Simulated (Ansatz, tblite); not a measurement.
Forces on the cluster Li₇ at its PBE/def2-TZVP geometry. Charge 0, multiplicity 2.

The xTB rows come from tblite. The structure comes from a short search, and lower isomers may exist.

GFN1-xTB (tblite), largest force 0.46 eV/Å:

```xyz
7
positions Å, forces eV/Å
Li    0.400    1.066   -2.319   -0.072   -0.191    0.416
Li   -2.270    0.119   -1.228    0.407   -0.021    0.220
Li    1.153   -0.734    2.193   -0.207    0.132   -0.393
Li    2.519    0.537   -0.203   -0.452   -0.096    0.036
Li   -0.232    1.303    0.558    0.068   -0.380   -0.162
Li   -1.804   -0.990    1.558    0.324    0.178   -0.279
Li    0.235   -1.302   -0.558   -0.069    0.379    0.162
```

GFN2-xTB (tblite), largest force 0.58 eV/Å:

```
Li -0.090 -0.238 0.519
Li 0.508 -0.025 0.276
Li -0.257 0.163 -0.491
Li -0.563 -0.121 0.045
Li 0.037 -0.227 -0.099
Li 0.403 0.222 -0.348
Li -0.037 0.226 0.099
```

BHLYP/def2-TZVP (Ansatz), largest force 0.04 eV/Å:

```
Li 0.003 0.001 -0.001
Li 0.000 0.000 -0.001
Li 0.002 0.001 0.001
Li 0.001 0.002 -0.002
Li 0.007 -0.040 -0.016
Li -0.002 -0.001 0.002
Li -0.010 0.039 0.016
```
